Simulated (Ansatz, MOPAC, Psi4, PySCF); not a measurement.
Species: SiPH$_{4}$, charge 0, multiplicity 2. SMILES: [SiH2]P
Geometry: optimised at B3LYP-D3(BJ)/def2-TZVP (Ansatz, a program for electronic structure).

Property: vertical ionisation energy to the singlet, in eV. Set-up: open shells spin-unrestricted; each state is the SCF solution reached for its charge and spin; no spin-orbit coupling; 6-31G* and kin with 6d, 5d where marked; non-relativistic; dispersion terms only where a functional's name holds one; 6-311+G** with 5d, 6d on Na to Ar in Ansatz; frozen cores in correlated levels; PM7 with its own dispersion and hydrogen-bond terms. First-principles rows: single points at B3LYP-D3(BJ) geometries (Ansatz). Semi-empirical rows: differences of heats of formation at the shared geometry for vertical values.

| level | program | vertical ionisation energy to the singlet (eV) |
|---|---|---|
| AM1 | MOPAC | 9.07 |
| PM7 | MOPAC | 9.19 |
| HF/6-31G* | Ansatz | 7.89 |
| HF/6-311+G** | Ansatz | 7.89 |
| PBE/6-31G* | Ansatz | 7.94 |
| PBE/6-311+G** | Ansatz | 7.98 |
| B3LYP/3-21G | Ansatz | 8.11 |
| B3LYP/6-31G* | Ansatz | 8.04 |
| B3LYP/6-311+G** | Ansatz | 8.08 |
| M06-2X/6-31G* (5d) | PySCF | 8.12 |
| wB97X-D/6-31G* | Psi4 | 8.14 |
| MP2/6-31G* | Ansatz | 7.74 |
| MP2/6-311+G** | Ansatz | 7.85 |
| PBE/def2-TZVPD | Ansatz | 7.97 |
| B3LYP/def2-TZVPD | Ansatz | 8.06 |
| PBE0/def2-TZVPD | Ansatz | 8.13 |

No value to compare with is used here. The 13 habitual levels span 7.74 (MP2/6-31G*) to 9.19 eV (PM7); B3LYP/def2-TZVPD gives 8.06.

The levels are drawn from those run, B3LYP/6-31G* more often than the rest, none by its result; left out are runs that failed, that the program found above a lower state of the same kind, or whose <S^2> lies over 0.5 above the pure value.
